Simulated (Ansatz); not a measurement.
Molecule: sum formula GaH2Br (charge 0, singlet). SMILES: [GaH2][Br]
Geometry: optimised at B3LYP-D3(BJ)/def2-TZVP (Ansatz, a program for electronic structure).

Property: vertical ionisation energy (to the doublet state of charge +1; each state is the SCF solution reached for its spin), in eV. Correlated levels leave the core frozen unless marked. Open shells are spin-unrestricted. No spin-orbit coupling. The frozen core is the preceding noble-gas configuration, with the filled d and f shells of earlier blocks. No relativistic terms. Basis-set limits of correlation are two-point, X^-3; Hartree-Fock from the larger set.

```csv
level,program,vertical ionisation energy (eV)
HF/aug-cc-pVTZ,Ansatz,9.63
HF/def2-QZVPPD,Ansatz,9.62
PBE/def2-TZVPD,Ansatz,10.06
wB97M-V/def2-TZVPD,Ansatz,10.46
wB97X-V/def2-TZVPD,Ansatz,10.54
B2PLYP/def2-TZVPD,Ansatz,10.43
RI-MP2/aug-cc-pVQZ,Ansatz,10.74
```

Problem. Predict the CCSD(T)/CBS(aug-cc-pVTZ,aug-cc-pVQZ) result (Ansatz).

Solution. 10.68 eV
